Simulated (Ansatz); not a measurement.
Ansatz (a program for electronic structure) input (HF/6-31G*):

Ansatz 0.2 input:
```yaml
crystal:
  periodic: [false, false, false]
  atoms:
    - {symbol: B, position_ang: [-0.00000000, -0.00000000, -0.71363726]}
    - {symbol: O, position_ang: [0.00000000, 0.00000000, 0.44602329]}
basis:
  gaussian:
    orbitals: 6-31G*
hamiltonian:
  xc: {name: HF}
total_charge: 1
phonons: {temperatures: {t_min: 298.15, t_max: 298.15, t_step: 100}}
```

Which harmonic wavenumbers does it give?

2230 cm⁻¹ (unscaled; negative means imaginary).
